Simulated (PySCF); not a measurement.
# Stretching one bond of AlBH4

These are calculations, not measurements. The program is PySCF 2.14.0, an open-source quantum chemistry code, run on an isolated molecule that a program drew, which may never have been made. The molecule is AlBH4 (charge 0, singlet), drawn as the SMILES string `[BH2][AlH2]`.

The structure below is the HF double-zeta minimum with every atom moved a little at random, so it isn't optimised. Bond B1-H4 is then set to each length in the table by shifting atom 4 along it, with nothing else relaxed.
```xyz
6
AlBH4, angstrom
B     0.1399    1.8373    1.6790
Al    0.1553    2.4694   -0.3773
H    -0.7359    1.0756    2.0963
H     1.0444    1.7666    2.3213
H     0.7928    1.5097   -1.4990
H    -0.3633    3.9212   -0.6294
```

E is the energy above the same method's energy at the HF double-zeta minimum. IE is the energy to remove one electron at fixed geometry, to the doublet state of charge +1, as a difference of total energies. The basis family is cc-pV(n+d)Z, with UHF for radicals and no spin-orbit coupling. Best is HF at quadruple zeta, plus MP2 correlation extrapolated from triple and quadruple zeta, plus CCSD(T) minus MP2 at triple zeta, with a frozen core. The other columns are at triple zeta.

| bond (Å) | E wB97X (kcal/mol) | E r2SCAN (kcal/mol) | E CCSD(T) (kcal/mol) | E best (kcal/mol) | IE wB97X (eV) | IE r2SCAN (eV) | IE CCSD(T) (eV) | IE best (eV) | T1 |
|---|---|---|---|---|---|---|---|---|---|
| 1.0186 | 15.76 | 15.63 | 15.80 | 15.53 | 9.690 | 9.482 | 9.736 | 9.832 | 0.010 |
| 1.0886 | 7.79 | 7.71 | 7.82 | 7.66 | 9.699 | 9.491 | 9.746 | 9.841 | 0.010 |
| 1.1116 | 6.23 | 6.16 | 6.25 | 6.12 | 9.702 | 9.494 | 9.750 | 9.844 | 0.010 |
| 1.2026 | 3.86 | 3.80 | 3.86 | 3.83 | 9.716 | 9.508 | 9.765 | 9.859 | 0.010 |
| 1.3786 | ? | ? | ? | ? | ? | ? | ? | ? | ? |
| 1.5696 | 24.90 | 24.06 | 24.03 | 24.23 | 9.770 | 9.533 | 9.803 | 9.895 | 0.012 |

T1 is the CCSD diagnostic of the starting molecule.

**Estimate the best E and IE at 1.3786 Å from the other rows.**

A least-squares cubic in the inverse of the bond length through the other values of E best gives 10.06 kcal/mol there. A least-squares quadratic in the bond length through IE best gives 9.878 eV. The calculation gives 10.19 kcal/mol and 9.888 eV, so the fits miss by 0.13 kcal/mol and 0.010 eV. The same recipe one zeta lower moves these two values by 0.11 kcal/mol and 0.03 eV, a gauge of their own error. The rest of the row: E is 10.32 (wB97X), 10.05 (r2SCAN), 10.09 (CCSD(T)); IE is 9.748 (wB97X), 9.533 (r2SCAN), 9.794 (CCSD(T)); T1 is 0.011.
